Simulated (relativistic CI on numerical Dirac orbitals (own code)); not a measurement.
**Ru⁶⁺: L2,3 absorption edge**

Computed with this model: Dirac-Coulomb-Breit CI, separate exchange-only KLI orbitals for each configuration, QED by a radiative potential, valence Slater integrals scaled by 0.8, multiplet model of core-to-valence dipole absorption; configurations [Kr] 4d2 → [He] 2s2 2p5 3s2 3p6 3d10 4s2 4p6 4d3; 300 K; Lorentzian 0.96 eV and Gaussian 0.5 eV FWHM. Energies are those of the free ion, without screening or charge transfer. The branching ratio is the share of the lower-energy edge in the whole absorption, uncertain by about 0.02 where the edges overlap. S is read from ⟨S²⟩ = S(S + 1).

Field parameters in Wybourne normalisation: Oh B⁴₀ = 21Dq, B⁴₄ = √(5/14) B⁴₀. The field is a parameter set, without covalency.

Computed curve for free ion, scaled to 100 at the maximum (points under 2 are left out and the grid is thinned):

```tsv
Energy (eV)	Intensity
2847.7	2.1
2848.1	2.6
2848.6	3.7
2849.0	5.2
2849.4	8.1
2849.9	15.0
2850.3	20.9
2850.7	24.0
2851.2	30.0
2851.6	42.3
2852.0	72.3
2852.5	100.0
2852.9	80.2
2853.3	49.5
2853.8	26.1
2854.2	17.0
2854.6	12.7
2855.1	8.3
2855.5	5.6
2855.9	4.0
2856.4	3.0
2856.8	2.7
2857.2	2.6
2857.7	2.3
2977.7	2.5
2978.1	4.5
2978.6	10.1
2979.0	14.9
2979.4	15.2
2979.9	10.5
2980.3	8.8
2980.7	10.5
2981.2	14.3
2981.6	16.2
2982.0	12.5
2982.5	7.3
2982.9	4.5
2983.3	3.3
2983.8	2.3
2985.8	2.0
```

The ground state has S = 0.98, and the centroid lies at 2880.55 eV.
